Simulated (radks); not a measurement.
Species: Bi. Configuration: [Hg] 6p3 (the NIST ground configuration).

All-electron calculation, non-relativistic Kohn-Sham, OLYP, spin-polarised, spherical densities, point nucleus; open shells are filled with parallel spins first (spin-orbit coupling, left out, can overturn this in heavy ions); relativity is left out, which matters for an element this heavy. Program: a radial shooting solver on a logarithmic mesh with Libxc functionals.

Energy parts (hartree):
| part | energy |
|---|---|
| total | -20107.0361 |
| kinetic | 20103.1488 |
| electron-nucleus | -47831.8185 |
| Hartree | 7999.5114 |
| exchange-correlation | -377.8778 |

Orbitals (lengths in bohr, moments of r in powers of bohr; r(max) is where P^2 peaks; r(90%) holds 90 % of the orbital's charge):
\begin{tabular}{lrrrr}
orbital & occ. & eigenvalue (hartree) & r(max) & r(90%) \\ \hline
1s up & 1 & -2977.404 & 0.01210 & 0.0324 \\
1s down & 1 & -2977.402 & 0.01210 & 0.0324 \\
2s up & 1 & -503.4418 & 0.06569 & 0.117 \\
2s down & 1 & -503.4413 & 0.06569 & 0.117 \\
2p up & 3 & -485.0945 & 0.05091 & 0.104 \\
2p down & 3 & -485.0934 & 0.05091 & 0.104 \\
3s up & 1 & -120.7750 & 0.1788 & 0.280 \\
3s down & 1 & -120.7742 & 0.1789 & 0.280 \\
3p up & 3 & -112.0151 & 0.1680 & 0.272 \\
3p down & 3 & -112.0141 & 0.1680 & 0.272 \\
3d up & 5 & -95.67809 & 0.1315 & 0.246 \\
3d down & 5 & -95.67724 & 0.1315 & 0.246 \\
4s up & 1 & -27.14049 & 0.3960 & 0.599 \\
4s down & 1 & -27.13917 & 0.3960 & 0.599 \\
4p up & 3 & -23.27391 & 0.3942 & 0.609 \\
4p down & 3 & -23.27245 & 0.3942 & 0.609 \\
4d up & 5 & -16.12889 & 0.3845 & 0.630 \\
4d down & 5 & -16.12730 & 0.3845 & 0.630 \\
4f up & 7 & -6.40802 & 0.3369 & 0.679 \\
4f down & 7 & -6.40623 & 0.3369 & 0.679 \\
5s up & 1 & -4.61554 & 0.8556 & 1.31 \\
5s down & 1 & -4.61314 & 0.8559 & 1.31 \\
5p up & 3 & -3.29513 & 0.8973 & 1.42 \\
5p down & 3 & -3.29315 & 0.8976 & 1.42 \\
5d up & 5 & -1.13732 & 1.024 & 1.82 \\
5d down & 5 & -1.13064 & 1.024 & 1.79 \\
6s up & 1 & -0.43133 & 2.138 & 3.58 \\
6s down & 1 & -0.35758 & 2.088 & 3.67 \\
6p up & 3 & -0.18824 & 2.544 & 4.54 \\
6p down & 0 & -0.12081 & 2.553 & 5.33 \\
\end{tabular}

The highest occupied level is 6p up at -5.122 eV. The density falls to 0.001 e/bohr^3 at r = 4.81 bohr.
